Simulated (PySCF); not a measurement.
## Dipole response of Se⁺ (selenium, charge +1)

[Ar] 3d10 4s2 4p3, high-spin 4S determinant. Computed with PySCF 2.14 in aug-cc-pwCVDZ-PP with ECP10MDF, with a scalar-relativistic core potential. Coupled (time-dependent) response in atomic units; α is the mean over directions. A double-zeta set is small for polarisabilities.

| method | mean α (bohr³) | C₆ (like pair) | S(−4) |
| --- | --- | --- | --- |
| UHF | 14.25 | 88.59 | 47.17 |
| PBE | 14.53 | 90.40 | 50.23 |
| PBE0 | 14.31 | 88.80 | 47.90 |
| B97-3 | 14.50 | 90.22 | 49.49 |

S(−4) is the Cauchy moment in α(ω) = α(0) + S(−4) ω² + …

α(iu) at B97-3:

```json
{"u (hartree)": "0", "α(iu) (bohr³)": "14.50"}
{"u (hartree)": "0.0500", "α(iu) (bohr³)": "14.37"}
{"u (hartree)": "0.100", "α(iu) (bohr³)": "14.02"}
{"u (hartree)": "0.200", "α(iu) (bohr³)": "12.78"}
{"u (hartree)": "0.300", "α(iu) (bohr³)": "11.17"}
{"u (hartree)": "0.500", "α(iu) (bohr³)": "8.057"}
{"u (hartree)": "0.750", "α(iu) (bohr³)": "5.325"}
{"u (hartree)": "1.00", "α(iu) (bohr³)": "3.682"}
{"u (hartree)": "1.50", "α(iu) (bohr³)": "2.043"}
{"u (hartree)": "2.00", "α(iu) (bohr³)": "1.318"}
{"u (hartree)": "3.00", "α(iu) (bohr³)": "0.7199"}
{"u (hartree)": "5.00", "α(iu) (bohr³)": "0.3550"}
```

A single London oscillator, α(iu) = α/(1 + u²/ω²), gives C₆ = (3/4) ω α². Matching the computed C₆ needs ω = 4 × 90.22 / (3 × 14.50²) = 0.572 hartree.

For an ion, C₆ is the dispersion term alone; charge-induced terms of lower order in 1/R come first.

Energies and moments cover only the electrons outside the core potential.
